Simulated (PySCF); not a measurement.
Excitations are Tamm–Dancoff values on a coarser integration grid. The basis has no diffuse functions, so Rydberg states are missing or too high.

Cartesian coordinates (Å):
SMILES: [OH][GaH][OH]
```xyz
6

O      1.5452    -0.1266    -0.0468
Ga    -0.0468     0.6627     0.0768
O     -1.5117    -0.3471    -0.0083
H      1.5506    -1.0800    -0.1559
H     -0.1542     2.1827     0.2530
H     -1.3831    -1.2917    -0.1188
```
Charge 0, spin multiplicity 1.

What brightest of the four lowest singlets (TDA), S1–T1 gap (TDA) and T1 excitation (TDA) does TPSSh-D3(BJ)/def2-TZVP // CAM-B3LYP-D3(BJ)/def2-TZVP run with PySCF give?


The brightest of the four lowest singlets (TDA) is 7.26 eV. The S1–T1 gap (TDA) comes out as 0.47 eV and the T1 excitation (TDA) is 6.07 eV.
